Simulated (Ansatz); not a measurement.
The cluster Ni2Pt, relaxed as a singlet with RKS PBE-D4/def2-TZVP in Ansatz, starting from the GFN1-xTB geometry. Force threshold 0.02 eV/Å.

In the def2 sets Pt takes a core potential; there is no spin–orbit coupling. The restricted singlet is unstable: a solution with broken spin symmetry lies lower. An occupied level of the charge 0 singlet lies above an empty one (by up to 0.37 eV), so this SCF solution is probably not the lowest. The relaxation made no stability test and no search for a lower SCF solution. At PBE-D4/def2-TZVP a triplet of charge 0 lies 0.67 eV below the restricted singlet, each at its own geometry. The structure comes from a short search, and lower isomers may exist.

Start:

```xyz
3

Pt   -0.0029   -1.8001    0.9431
Ni    0.0000    0.0422   -0.0214
Ni    0.0029    1.7579   -0.9217
```

(1) Estimate the energy that the relaxation releases and the steps that it takes.

(2) Does the start keep its bonding and symmetry?

(3) Predict the relaxed structure.

Answers

(1) 2.29 eV, in 12 steps; 25 s on 4 threads of AMD EPYC 7B13 on a shared host. No frequencies were taken in this run, so the end may be a saddle point.

(2) Bonds formed: Pt1–Ni3 (atoms count from 1). Point group C∞v at the start, C2v at the end, both within 0.05 Å.

(3) 
```tsv
atom	x (Å)	y (Å)	z (Å)
Pt1	0.103	-1.358	-0.012
Ni2	-0.211	0.657	1.108
Ni3	0.107	0.701	-1.096
```
Bond lengths (bridged metal pairs left out): 2 × Ni–Pt 2.33 Å; 1 × Ni–Ni 2.23 Å.
